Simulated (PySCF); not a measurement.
Input for PySCF: D3(BJ) and D4 dispersion corrections on AlFH4N2 (SMILES [NH2][Al]([NH2])[F]), a point of a torsion scan.

```python
from pyscf import gto
from pyscf.dispersion import dftd3, dftd4

mol = gto.M(
    atom='''
    N     1.52442175   -0.44499601    0.21919093
    Al    0.04463155    0.47333212   -0.16302317
    N    -1.58901428   -0.20987059   -0.10220366
    F     0.17090655    2.07171277   -0.58344155
    H     1.68070608   -0.88625843    1.11369529
    H     2.42105989   -0.11387402   -0.11789493
    H    -2.43383441    0.30353618   -0.30931579
    H    -1.81013471   -1.17906883    0.06298784
    ''',
    basis='def2-svp',
    charge=0, spin=0, verbose=0, max_memory=1800)
d3, d4 = {}, {}
for xc in ['hf', 'pbe', 'blyp', 'revpbe', 'tpss', 'r2scan', 'b3lyp', 'pbe0', 'bhlyp', 'camb3lyp', 'b2plyp']:
    d3[xc] = float(dftd3.DFTD3Dispersion(mol, xc=xc, version='d3bj', atm=False).get_dispersion()['energy'])
    print(f'D3(BJ) {xc:10s} {d3[xc]:14.8f} Eh')
for xc in ['hf', 'pbe', 'blyp', 'revpbe', 'tpss', 'r2scan', 'b3lyp', 'pbe0', 'bhlyp', 'camb3lyp', 'b2plyp']:
    d4[xc] = float(dftd4.DFTD4Dispersion(mol, xc={'camb3lyp': 'cam-b3lyp'}.get(xc, xc), atm=True).get_dispersion()['energy'])
    print(f'D4     {xc:10s} {d4[xc]:14.8f} Eh')
```

The log:

```
D3(BJ) hf            -0.03675730 Eh
D3(BJ) pbe           -0.00416234 Eh
D3(BJ) blyp          -0.00907705 Eh
D3(BJ) revpbe        -0.01035908 Eh
D3(BJ) tpss          -0.00528173 Eh
D3(BJ) r2scan        -0.00115158 Eh
D3(BJ) b3lyp         -0.00747745 Eh
D3(BJ) pbe0          -0.00364631 Eh
D3(BJ) bhlyp         -0.00609219 Eh
D3(BJ) camb3lyp      -0.00337695 Eh
D3(BJ) b2plyp        -0.00358354 Eh
D4     hf            -0.01543120 Eh
D4     pbe           -0.00439871 Eh
D4     blyp          -0.00964964 Eh
D4     revpbe        -0.01310136 Eh
D4     tpss          -0.00591917 Eh
D4     r2scan        -0.00105890 Eh
D4     b3lyp         -0.00709834 Eh
D4     pbe0          -0.00370188 Eh
D4     bhlyp         -0.00547974 Eh
D4     camb3lyp      -0.00375047 Eh
D4     b2plyp        -0.00305282 Eh
```

The run finished.

Cost: around 0.020 core-seconds (rough).
